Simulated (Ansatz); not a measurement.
`CN([SiH3])[SiH2]F` + `SS` → `F[SiH2]SS` + `CN[SiH3]`  (ligand exchange at the Si–N bond)

Calculated with Ansatz (gas phase, PBE0-D4/def2-TZVP geometries, no zero-point term in ΔE). CCSD(T)/CBS is the MP2 limit (def2-TZVPP, def2-QZVPP) plus CCSD(T) − MP2 in def2-TZVPP, frozen cores. This one scheme is used for every species. Functionals use def2-TZVPP. One conformer a species, not always the lowest.

`CN([SiH3])[SiH2]F`:

Z-matrix (Å, degrees):
```
C
N 1 1.464
H 1 1.093 2 110.7
H 1 1.095 2 112.0 3 120.3
H 1 1.095 2 110.8 3 -118.9
Si 2 1.734 1 115.9 3 167.1
Si 2 1.705 1 119.0 3 -19.6
H 6 1.483 2 108.3 1 179.8
H 6 1.489 2 109.6 1 -59.6
H 6 1.489 2 111.2 1 59.1
F 7 1.603 2 112.7 1 -77.3
H 7 1.478 2 109.1 1 164.1
H 7 1.482 2 109.0 1 39.2
```

`SS`:

```xyz
4

S     0.159   -0.952    0.579
S     0.205    1.071    0.277
H    -1.081   -1.197    0.113
H     0.717    1.078   -0.969
```

`F[SiH2]SS`:

Cartesian coordinates in Å:
```
F 0.475 -1.494 -1.847
Si 0.093 -0.292 -0.864
S 0.996 -0.666 1.033
S 0.183 1.118 1.687
H 0.622 0.963 -1.436
H -1.379 -0.268 -0.717
H -0.989 0.639 2.145
```

`CN[SiH3]`:

Z-matrix (Å, degrees):
```
C
N 1 1.447
H 1 1.093 2 109.5
H 1 1.094 2 110.9 3 -117.8
H 1 1.098 2 113.8 3 120.2
Si 2 1.716 1 123.0 3 -36.9
H 2 1.007 1 113.6 3 170.5
H 6 1.486 2 107.4 1 175.3
H 6 1.488 2 108.6 1 55.3
H 6 1.496 2 115.3 1 -64.3
```

```tsv
level	ΔE (kJ/mol)	difference from CCSD(T)/CBS
LDA (SPW92)	9.9	-8.0
r2SCAN-D4	12.1	-5.8
ωB97X-V	17.5	-0.4
PBE0	7.6	-10.3
r2SCAN0	12.6	-5.3
CAM-B3LYP	20.1	2.2
LC-ωPBE	13.2	-4.7
HF/def2-TZVPP	24.4	6.5
SCS-MP2/def2-QZVPP	19.5	1.6
CCSD/CBS(def2)	19.5	1.6
CCSD(T)/CBS	17.9	0
```

Largest T1 diagnostic among the species: 0.012.

From PBE to PBE0 (25 % exact exchange), in def2-TZVPP and without D4, ΔE moves by +3.2 kJ/mol. Leaving LDA and LC-ωPBE aside and taking each functional with its dispersion term where it has one, the values, not all of them listed here, spread over 15.6 kJ/mol, from PBE-D4 to CAM-B3LYP-D4. LDA lies +5.5 kJ/mol from PBE without D4.

CCSD(T)/CBS has its own doubt, a few kJ/mol and more with outer-core shells, so smaller differences from it don't rank the levels.
